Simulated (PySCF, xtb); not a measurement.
C3H4ClFSi, SMILES FC=C=C([SiH3])Cl.

xtb with GFN2-xTB at its own geometry gives an orbital gap of 4.06 eV and a dipole moment of 2.58 D.

Coordinates come from a B3LYP-D3(BJ)/def2-SVP optimisation. This is a generated structure with no PubChem entry under its InChIKey; it may be hypothetical.

Problem. What does PBE/def2-TZVP in PySCF give? (Estimate from the structure and the level; the computed values follow.)

Solution. gap 4.36 eV (levels -6.61 and -2.26 eV), dipole 1.47 D.
